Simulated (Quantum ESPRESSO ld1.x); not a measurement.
The numbers below are computed, except where a source is named.
Species: Fe2+. Configuration: [Ne] 3s1.75 3p6 3d6 4p0.25 (fractional occupations, a model configuration). Level of theory: Dirac Kohn-Sham, relativistic LDA (MacDonald-Vosko exchange, VWN5 correlation), spin-unpolarised, spherical densities, point nucleus; open shells fill j = l - 1/2 first (ld1.x of Quantum ESPRESSO 7.5).

Unscreened Slater integrals over Kohn-Sham orbitals (cm^-1). Large and small components are both included. Empty in this configuration: 4s1/2.

integral,value
"F0(4p1/2,4p1/2)",68025
"F0(4p1/2,3d5/2)",86731
"G3(4p1/2,3d5/2)",7853.5
"F0(4p1/2,3d3/2)",86772
"G1(4p1/2,3d3/2)",9341.0
"F0(4p1/2,3p3/2)",88425
"G2(4p1/2,3p3/2)",5002.5
"F0(4p1/2,4s1/2)",73314
"G1(4p1/2,4s1/2)",48593
"F0(3d5/2,3d5/2)",192830
"F2(3d5/2,3d5/2)",88331
"F4(3d5/2,3d5/2)",54774
"F0(3d5/2,3d3/2)",193250
"F2(3d5/2,3d3/2)",88521
"G2(3d5/2,3d3/2)",88454
"G4(3d5/2,3d3/2)",54853
"F0(3d5/2,3p3/2)",209620
"F2(3d5/2,3p3/2)",98265
"G1(3d5/2,3p3/2)",121850
"G3(3d5/2,3p3/2)",73573
"F0(3d5/2,4s1/2)",100290
"G2(3d5/2,4s1/2)",13302
"F0(3d3/2,3d3/2)",193670
"F2(3d3/2,3d3/2)",88713
"F0(3d3/2,3p3/2)",210120
"F2(3d3/2,3p3/2)",98514
"G1(3d3/2,3p3/2)",122110
"G3(3d3/2,3p3/2)",73738
"F0(3d3/2,4s1/2)",100350
"G2(3d3/2,4s1/2)",13192
"F0(3p3/2,3p3/2)",231100
"F2(3p3/2,3p3/2)",115290
"F0(3p3/2,4s1/2)",102750
"G1(3p3/2,4s1/2)",7077.9
"F0(4s1/2,4s1/2)",80429
